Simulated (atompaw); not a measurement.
## What one change does to a pseudopotential (technetium (Tc), PAW (atompaw))

```
Element                 : Tc
Generator               : atompaw 4.2.0.5
Type                    : PAW
Functional              : LDA (PW92)
Relativity              : scalar-relativistic
Frozen core             : [Kr]
Valence charge          : 7
Reference configuration : 4d5 5s1 5p1
Partial waves           : 5s (bound): rc 3.00 bohr; 5s channel at 0.1 Ry: rc 3.00 bohr; 5p (bound): rc 3.00 bohr; 5p channel at 0.2 Ry: rc 3.00 bohr; 4d (bound): rc 3.00 bohr; 4d channel at 0.3 Ry: rc 2.05 bohr
Local potential         : bessel scheme, radius 2.75 bohr
Core correction         : smooth core density matched at 1.90 bohr
Augmentation charge     : besselshape compensation charge, radius 2.95 bohr; PAW radius 3.00 bohr; waves and projectors: custom polynom2 7 10 vanderbiltortho
```

Change: augmentation besselshape compensation charge, radius 2.95 bohr; PAW radius 3.00 bohr; waves and projectors: custom rrkj gramschmidtortho.

Cutoffs: the cutoffs (Ry, on a coarse ladder) from which the occupation-weighted sum of valence levels, in a spherical-Bessel basis at the reference potential, stays within 10 and 1 mRy of its value at 400 Ry; they do not see the model core or the augmentation charge, which bear on the density cutoff.

What does the change do?

The potential gets softer (18 Ry and 40 Ry → 10 Ry and 15 Ry); neither file shows a bound ghost.

```csv
quantity,base,changed
"cutoff, loose",18 Ry,10 Ry
"cutoff, tight",40 Ry,15 Ry
loose cutoff by channel (10 mRy a level),"s 6 Ry, p 6 Ry, d 10 Ry","s 6 Ry, p 6 Ry, d 8 Ry"
bound ghosts,none,none
s: phases at 3.02 bohr within 0.05 rad from the reference energy up to (Ry; the scan ends near 5),2.4,2.6
p: phases at 3.02 bohr within 0.05 rad from the reference energy up to (Ry; the scan ends near 5),2.7,2.6
d: phases at 3.02 bohr within 0.05 rad from the reference energy up to (Ry; the scan ends near 5),1.2,1.5
lowest overlap eigenvalue by channel,"s 0.80, p 1.00, d 0.76","s 0.38, p 0.59, d 0.51"
```

 The cutoffs see the waves, projectors and local potential, not the compensation charge or the core.
